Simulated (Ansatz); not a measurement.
The cluster Zn2F2⁺. Charge 1, multiplicity 2. Geometry PBE0-D4/def2-SVP, basis def2-TZVP, Ansatz.

```xyz
4

Zn   -0.180   -1.432   -0.039
Zn    0.180    1.432    0.039
F     0.691   -0.058   -1.064
F    -0.691    0.058    1.064
```

| run | HOMO (eV) | LUMO (eV) |
| --- | --- | --- |
| A | -12.66 | -7.91 |
| B | -11.18 | -10.33 |
| C | -11.04 | -10.30 |
| D | -11.39 | -9.55 |
| E | -11.02 | -9.86 |

HSE06 is defined as in plane-wave codes, on full-range PBE exchange. Another isomer (doublet) lies 0.42 eV lower at PBE0-D4/def2-TZVP; other spin states weren't run for this one.

HOMO and LUMO are taken over both spins.

The runs used HSE06, PBE, PBE0, r2SCAN, ωB97X-V. Estimate which is which.

A ωB97X-V (range-separated); B r2SCAN (0 % exact exchange); C PBE (0 % exact exchange); D PBE0 (25 % exact exchange); E HSE06 (range-separated). Exact exchange lowers occupied and raises empty levels; among semilocal functionals meta-GGAs tend to open the gap a little, and such runs are hard to tell apart. The gap grows from 0.74 eV (PBE) to 4.75 eV (ωB97X-V).
